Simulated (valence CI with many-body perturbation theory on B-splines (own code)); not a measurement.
## Hf LIX in three bases

Calculated by configuration interaction combined with many-body perturbation theory (CI+MBPT): four valence electrons over a frozen Dirac-Fock core [Ne], a basis of 9 s, 9 p, 8 d, 6 f, 3 g, 1 h functions for each j, with the one-electron correlation potential Σ1, the two-electron term Σ2, the three-electron term Σ3, Breit, model QED; selected CI, second order for the rest, scaled by the run's own slope (own B-spline code, finite nucleus).

The last digits are not significant, and no measured levels were compared; by estimate large intervals hold to a few tenths of a per cent, small ones and those within an open d or f shell to about a per cent.

The reference run has the lowest level (3s^2 3p1/2^2) J=0 and an ionisation energy of 6150.55 eV. Its largest variational space holds 20000 state functions.

Levels are named by their leading jj configuration (3d3/2^4 stands for four electrons in 3d with j = 3/2), which in mixed levels can hold well under half, so a name can repeat and another be missing.

Changed runs:
A. basis 6 s, 6 p, 5 d, 3 f, 1 g
B. basis 5 s, 5 p, 4 d, 2 f

Excitation energies of the reference run in cm⁻¹, and shifts in cm⁻¹:

| Level | Reference | A | B |
| --- | --- | --- | --- |
| (3s^2 3p1/2 3p3/2) J=1 | 2453130 | -114 | -325 |
| (3s^2 3p1/2 3p3/2) J=2 | 2526170 | +8.1 | +88 |
| (3s 3p1/2^2 3p3/2) J=2 | 3753840 | -120 | -341 |
| (3s 3p1/2^2 3p3/2) J=1 | 3971700 | -8.5 | +24 |
| (3s^2 3p1/2 3d3/2) J=2 | 4168800 | +79 | +283 |
| (3s^2 3p1/2 3d3/2) J=1 | 4506220 | +334 | +1284 |
| (3s^2 3p1/2 3d5/2) J=2 | 4895250 | +116 | +460 |
| (3s^2 3p1/2 3d5/2) J=3 | 4903320 | +233 | +851 |
| (3s^2 3p3/2^2) J=2 | 5034260 | -87 | -186 |
| (3s^2 3p3/2^2) J=0 | 5193490 | +17 | +160 |
| (3s 3p1/2^2 3d3/2) J=1 | 5501600 | +30 | +116 |
| (3s 3p1/2^2 3d3/2) J=2 | 5558330 | +117 | +441 |
| Ionisation energy (eV) | 6150.55 | -0.034 | -0.11 |
